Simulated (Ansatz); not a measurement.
Ansatz (a program for electronic structure) input (HF/6-31G*):

Ansatz 0.2 input:
```yaml
crystal:
  periodic: [false, false, false]
  atoms:
    - {symbol: C, position_ang: [0.58254088, 2.29689764, 0.67259799]}
    - {symbol: C, position_ang: [0.29258217, 1.15245325, 0.33751201]}
    - {symbol: B, position_ang: [-0.07334604, -0.29024326, -0.08496642]}
    - {symbol: C, position_ang: [1.08368599, -1.34935750, -0.29340992]}
    - {symbol: C, position_ang: [-1.59534597, -0.66769806, -0.29730059]}
    - {symbol: H, position_ang: [1.26588643, -1.82891744, 0.67134675]}
    - {symbol: H, position_ang: [2.02665776, -0.91255323, -0.60527563]}
    - {symbol: H, position_ang: [0.81115847, -2.14128695, -0.98527980]}
    - {symbol: H, position_ang: [-2.27841362, -0.09444015, 0.32090914]}
    - {symbol: H, position_ang: [-1.84780836, -0.43837793, -1.33535239]}
    - {symbol: H, position_ang: [-1.79152903, -1.72698000, -0.15791301]}
basis:
  gaussian:
    orbitals: 6-31G*
hamiltonian:
  xc: {name: HF}
magnetization: {spin_polarized: true, initial_magnetization: 1}
phonons: {temperatures: {t_min: 298.15, t_max: 298.15, t_step: 100}}
```

Output:

```
Functional definition: HF
integrals: 0.03 GiB planned
1022 factors; integrals over basis functions are off by at most 3.9e-4 eV
mean field: 0.27 GiB planned
mean field evaluation 1: about -4880.9004 eV, gradient 2.1e1 eV
mean field evaluation 2: about -4880.8999 eV, gradient 2.1e1 eV
mean field evaluation 4: about -4884.4642 eV, gradient 3.8e0 eV
mean field evaluation 8: about -4884.9240 eV, gradient 1.2e0 eV
mean field evaluation 16: about -4885.1241 eV, gradient 1.7e-5 eV
mean field evaluation 32: about -4883.9745 eV, gradient 3.6e0 eV
mean field evaluation 64: about -4884.7950 eV, gradient 2.6e0 eV
mean field -4885.12412517 eV, -179.5250003439 hartree, gradient 1.7e-5 eV, S^2 1.224496; 3 other end points of the search recorded, 0 dependent functions left out
the calculation of the forces begins
reference -4885.12412517 eV, -179.5250003439 hartree; 18, 17 occupied and 69, 70 virtual orbitals, 1022 factors
these checks for a lower state are left out or cut short: stability, starts, cluster_reference, orbital_swaps, neighbouring_geometries, increment
integrals: 0.03 GiB planned
1022 factors; integrals over basis functions are off by at most 3.9e-4 eV
mean field: 0.27 GiB planned
mean field evaluation 96: about -4885.1241 eV, gradient 2.4e-6 eV
mean field -4885.12411088 eV, -179.5249998187 hartree, gradient 2.4e-6 eV, S^2 1.226723; 0 other end points of the search recorded, 0 dependent functions left out
the calculation of the forces begins
reference -4885.12411088 eV, -179.5249998187 hartree; 18, 17 occupied and 69, 70 virtual orbitals, 1022 factors
these checks for a lower state are left out or cut short: stability, starts, cluster_reference, orbital_swaps, neighbouring_geometries, increment
integrals: 0.03 GiB planned
1022 factors; integrals over basis functions are off by at most 3.9e-4 eV
mean field: 0.27 GiB planned
mean field -4885.12410846 eV, -179.5249997300 hartree, gradient 2.4e-6 eV, S^2 1.222291; 0 other end points of the search recorded, 0 dependent functions left out
the calculation of the forces begins
reference -4885.12410846 eV, -179.5249997300 hartree; 18, 17 occupied and 69, 70 virtual orbitals, 1022 factors
these checks for a lower state are left out or cut short: stability, starts, cluster_reference, orbital_swaps, neighbouring_geometries, increment
integrals: 0.03 GiB planned
1022 factors; integrals over basis functions are off by at most 3.9e-4 eV
mean field: 0.27 GiB planned
mean field -4885.12392428 eV, -179.5249929612 hartree, gradient 2.4e-6 eV, S^2 1.233271; 0 other end points of the search recorded, 0 dependent functions left out
the calculation of the forces begins
reference -4885.12392428 eV, -179.5249929612 hartree; 18, 17 occupied and 69, 70 virtual orbitals, 1022 factors
these checks for a lower state are left out or cut short: stability, starts, cluster_reference, orbital_swaps, neighbouring_geometries, increment
integrals: 0.03 GiB planned
1022 factors; integrals over basis functions are off by at most 3.9e-4 eV
mean field: 0.27 GiB planned
mean field -4885.12391748 eV, -179.5249927115 hartree, gradient 2.6e-6 eV, S^2 1.215774; 0 other end points of the search recorded, 0 dependent functions left out
the calculation of the forces begins
reference -4885.12391748 eV, -179.5249927115 hartree; 18, 17 occupied and 69, 70 virtual orbitals, 1022 factors
these checks for a lower state are left out or cut short: stability, starts, cluster_reference, orbital_swaps, neighbouring_geometries, increment
integrals: 0.03 GiB planned
1022 factors; integrals over basis functions are off by at most 3.9e-4 eV
mean field: 0.27 GiB planned
mean field -4885.12410619 eV, -179.5249996463 hartree, gradient 2.4e-6 eV, S^2 1.227069; 0 other end points of the search recorded, 0 dependent functions left out
the calculation of the forces begins
reference -4885.12410619 eV, -179.5249996463 hartree; 18, 17 occupied and 69, 70 virtual orbitals, 1022 factors
these checks for a lower state are left out or cut short: stability, starts, cluster_reference, orbital_swaps, neighbouring_geometries, increment
integrals: 0.03 GiB planned
1022 factors; integrals over basis functions are off by at most 3.9e-4 eV
mean field: 0.27 GiB planned
mean field evaluation 128: about -4885.1241 eV, gradient 2.3e-2 eV
mean field -4885.12410499 eV, -179.5249996023 hartree, gradient 2.4e-6 eV, S^2 1.221945; 0 other end points of the search recorded, 0 dependent functions left out
the calculation of the forces begins
reference -4885.12410499 eV, -179.5249996023 hartree; 18, 17 occupied and 69, 70 virtual orbitals, 1022 factors
these checks for a lower state are left out or cut short: stability, starts, cluster_reference, orbital_swaps, neighbouring_geometries, increment
integrals: 0.03 GiB planned
[...]
integrals: 0.03 GiB planned
1022 factors; integrals over basis functions are off by at most 3.9e-4 eV
mean field: 0.27 GiB planned
mean field -4885.12410630 eV, -179.5249996503 hartree, gradient 2.4e-6 eV, S^2 1.224482; 0 other end points of the search recorded, 0 dependent functions left out
the calculation of the forces begins
reference -4885.12410630 eV, -179.5249996503 hartree; 18, 17 occupied and 69, 70 virtual orbitals, 1022 factors
these checks for a lower state are left out or cut short: stability, starts, cluster_reference, orbital_swaps, neighbouring_geometries, increment
integrals: 0.03 GiB planned
1022 factors; integrals over basis functions are off by at most 3.9e-4 eV
mean field: 0.27 GiB planned
mean field evaluation 480: about -4885.1241 eV, gradient 1.3e-5 eV
mean field -4885.12410612 eV, -179.5249996440 hartree, gradient 2.4e-6 eV, S^2 1.224509; 0 other end points of the search recorded, 0 dependent functions left out
the calculation of the forces begins
reference -4885.12410612 eV, -179.5249996440 hartree; 18, 17 occupied and 69, 70 virtual orbitals, 1022 factors
these checks for a lower state are left out or cut short: stability, starts, cluster_reference, orbital_swaps, neighbouring_geometries, increment
integrals: 0.03 GiB planned
1022 factors; integrals over basis functions are off by at most 3.9e-4 eV
mean field: 0.27 GiB planned
mean field -4885.12410564 eV, -179.5249996261 hartree, gradient 2.4e-6 eV, S^2 1.224486; 0 other end points of the search recorded, 0 dependent functions left out
the calculation of the forces begins
reference -4885.12410564 eV, -179.5249996261 hartree; 18, 17 occupied and 69, 70 virtual orbitals, 1022 factors
these checks for a lower state are left out or cut short: stability, starts, cluster_reference, orbital_swaps, neighbouring_geometries, increment
integrals: 0.03 GiB planned
1022 factors; integrals over basis functions are off by at most 3.9e-4 eV
mean field: 0.27 GiB planned
mean field -4885.12410685 eV, -179.5249996705 hartree, gradient 2.4e-6 eV, S^2 1.224504; 0 other end points of the search recorded, 0 dependent functions left out
the calculation of the forces begins
reference -4885.12410685 eV, -179.5249996705 hartree; 18, 17 occupied and 69, 70 virtual orbitals, 1022 factors
these checks for a lower state are left out or cut short: stability, starts, cluster_reference, orbital_swaps, neighbouring_geometries, increment
integrals: 0.03 GiB planned
1022 factors; integrals over basis functions are off by at most 3.9e-4 eV
mean field: 0.27 GiB planned
mean field -4885.12402635 eV, -179.5249967124 hartree, gradient 2.4e-6 eV, S^2 1.224493; 0 other end points of the search recorded, 0 dependent functions left out
the calculation of the forces begins
reference -4885.12402635 eV, -179.5249967124 hartree; 18, 17 occupied and 69, 70 virtual orbitals, 1022 factors
these checks for a lower state are left out or cut short: stability, starts, cluster_reference, orbital_swaps, neighbouring_geometries, increment
integrals: 0.03 GiB planned
1022 factors; integrals over basis functions are off by at most 3.9e-4 eV
mean field: 0.27 GiB planned
mean field -4885.12402531 eV, -179.5249966742 hartree, gradient 2.4e-6 eV, S^2 1.224498; 0 other end points of the search recorded, 0 dependent functions left out
the calculation of the forces begins
reference -4885.12402531 eV, -179.5249966742 hartree; 18, 17 occupied and 69, 70 virtual orbitals, 1022 factors
these checks for a lower state are left out or cut short: stability, starts, cluster_reference, orbital_swaps, neighbouring_geometries, increment
integrals: 0.03 GiB planned
1022 factors; integrals over basis functions are off by at most 3.9e-4 eV
mean field: 0.27 GiB planned
mean field evaluation 512: about -4885.1259 eV, gradient 1.1e-5 eV
mean field -4885.12410591 eV, -179.5249996362 hartree, gradient 2.4e-6 eV, S^2 1.224462; 0 other end points of the search recorded, 0 dependent functions left out
the calculation of the forces begins
reference -4885.12410591 eV, -179.5249996362 hartree; 18, 17 occupied and 69, 70 virtual orbitals, 1022 factors
these checks for a lower state are left out or cut short: stability, starts, cluster_reference, orbital_swaps, neighbouring_geometries, increment
integrals: 0.03 GiB planned
1022 factors; integrals over basis functions are off by at most 4.0e-4 eV
mean field: 0.27 GiB planned
mean field -4885.12410634 eV, -179.5249996518 hartree, gradient 2.4e-6 eV, S^2 1.224528; 0 other end points of the search recorded, 0 dependent functions left out
the calculation of the forces begins
reference -4885.12410634 eV, -179.5249996518 hartree; 18, 17 occupied and 69, 70 virtual orbitals, 1022 factors
these checks for a lower state are left out or cut short: stability, starts, cluster_reference, orbital_swaps, neighbouring_geometries, increment
integrals: 0.03 GiB planned
1022 factors; integrals over basis functions are off by at most 3.9e-4 eV
mean field: 0.27 GiB planned
mean field -4885.12401650 eV, -179.5249963503 hartree, gradient 2.4e-6 eV, S^2 1.224487; 0 other end points of the search recorded, 0 dependent functions left out
the calculation of the forces begins
reference -4885.12401650 eV, -179.5249963503 hartree; 18, 17 occupied and 69, 70 virtual orbitals, 1022 factors
these checks for a lower state are left out or cut short: stability, starts, cluster_reference, orbital_swaps, neighbouring_geometries, increment
integrals: 0.03 GiB planned
1022 factors; integrals over basis functions are off by at most 4.0e-4 eV
mean field: 0.27 GiB planned
mean field -4885.12401708 eV, -179.5249963717 hartree, gradient 2.4e-6 eV, S^2 1.224504; 0 other end points of the search recorded, 0 dependent functions left out
the calculation of the forces begins
reference -4885.12401708 eV, -179.5249963717 hartree; 18, 17 occupied and 69, 70 virtual orbitals, 1022 factors
these checks for a lower state are left out or cut short: stability, starts, cluster_reference, orbital_swaps, neighbouring_geometries, increment
integrals: 0.03 GiB planned
1022 factors; integrals over basis functions are off by at most 4.0e-4 eV
mean field: 0.27 GiB planned
mean field evaluation 544: about -4885.1241 eV, gradient 2.4e-6 eV
mean field -4885.12410766 eV, -179.5249997003 hartree, gradient 2.4e-6 eV, S^2 1.224492; 0 other end points of the search recorded, 0 dependent functions left out
the calculation of the forces begins
reference -4885.12410766 eV, -179.5249997003 hartree; 18, 17 occupied and 69, 70 virtual orbitals, 1022 factors
these checks for a lower state are left out or cut short: stability, starts, cluster_reference, orbital_swaps, neighbouring_geometries, increment
integrals: 0.03 GiB planned
1022 factors; integrals over basis functions are off by at most 3.9e-4 eV
mean field: 0.27 GiB planned
mean field -4885.12410751 eV, -179.5249996951 hartree, gradient 2.4e-6 eV, S^2 1.224499; 0 other end points of the search recorded, 0 dependent functions left out
the calculation of the forces begins
reference -4885.12410751 eV, -179.5249996951 hartree; 18, 17 occupied and 69, 70 virtual orbitals, 1022 factors
Total energy: -4885.12412517 eV, -179.5250003439 hartree
Atom 0 at     0.582541     2.296898     0.672598 Å, force     0.000513     0.000875     0.000273 eV/Å
Atom 1 at     0.292582     1.152453     0.337512 Å, force    -0.000430    -0.000254     0.000291 eV/Å
Atom 2 at    -0.073346    -0.290243    -0.084966 Å, force    -0.000211    -0.000618    -0.001101 eV/Å
Atom 3 at     1.083686    -1.349357    -0.293410 Å, force    -0.000398    -0.000408     0.000856 eV/Å
Atom 4 at    -1.595346    -0.667698    -0.297301 Å, force     0.000301     0.000328    -0.000221 eV/Å
Atom 5 at     1.265886    -1.828917     0.671347 Å, force     0.000296     0.000198    -0.000582 eV/Å
Atom 6 at     2.026658    -0.912553    -0.605276 Å, force    -0.000139     0.000000    -0.000014 eV/Å
Atom 7 at     0.811158    -2.141287    -0.985280 Å, force     0.000162     0.000160     0.000150 eV/Å
Atom 8 at    -2.278414    -0.094440     0.320909 Å, force    -0.000020    -0.000129    -0.000068 eV/Å
Atom 9 at    -1.847808    -0.438378    -1.335352 Å, force     0.000021    -0.000230     0.000380 eV/Å
Atom 10 at    -1.791529    -1.726980    -0.157913 Å, force    -0.000095     0.000080     0.000036 eV/Å
Dipole moment:    -0.032434    -0.126908    -0.037138 e Å
Vibrations: 58.39 101.86 158.45 209.51 316.16 432.50 480.22 640.21 767.89 914.08 924.74 1013.68 1208.81 1239.57 1489.05 1492.25 1596.98 1597.33 1618.53 1620.16 1943.28 3161.09 3162.49 3231.43 3231.67 3270.98 3272.74 cm⁻¹, zero-point energy 2.427242 eV
```

The blocks after the first are displaced geometries, from whose forces the wavenumbers follow.

The determinant is spin-contaminated: <S^2> is 1.22 against 0.75 for a pure state.
